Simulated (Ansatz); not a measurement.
## How methods differ on SiH3I (SMILES [SiH3]I)

The species is SiH3I (5 atoms), meant as a singlet with charge 0. As SMILES, `[SiH3]I`. The shape is that of a PBE0-D4/def2-TZVP optimisation.

```tsv
atom	x (Å)	y (Å)	z (Å)
Si	-0.1656	0.0693	-0.0773
I	1.9077	-0.9233	0.7378
H	-1.1444	0.0890	1.0339
H	-0.6713	-0.7557	-1.1984
H	0.1235	1.4470	-0.5373
```

Each level gives the energy change with the Si1–H5 bond stretched from 1.481 to 1.851 Å (eV). The values are calculated.

```tsv
level	kind	program	value (eV)	less FCI/STO-3G	CPU time (all runs)
HF/STO-3G (restricted)	Hartree–Fock	Ansatz	1.65	+0.43	1.3 s
BLYP/STO-3G (restricted)	GGA	Ansatz	1.13	-0.09	4.2 s
r2SCAN/STO-3G (restricted)	meta-GGA	Ansatz	1.26	+0.04	10 s
BHLYP/STO-3G (restricted)	global hybrid	Ansatz	1.45	+0.23	4 s
PBE0/STO-3G (restricted)	global hybrid	Ansatz	1.31	+0.09	4.2 s
MP2/STO-3G (restricted)	perturbation theory	Ansatz	1.41	+0.19	1 s
BCCD(T)/STO-3G (restricted)	coupled cluster or CI	Ansatz	1.23	+0.01	1.4 s
FCI/STO-3G	exact in the basis	Ansatz	1.22	0.00	23 s
```

FCI/STO-3G is exact within its basis and frozen core, so for wave-function methods in that basis the difference is their error; functionals converge differently with the basis, so for them it is only a difference. All-electron rows without a relativistic Hamiltonian named are non-relativistic. The first shape isn't each level's own minimum. The values span 1.13 to 1.65 eV. All rows use very small basis sets, so none should be taken for the real molecule's value. In the correlated wave-function rows the outer d shell of I is correlated, in sets not made for it. In so small a basis fixed costs decide the times, and correlated methods can beat functionals. CPU times are rough (shared hosts, several kinds of processor and program).
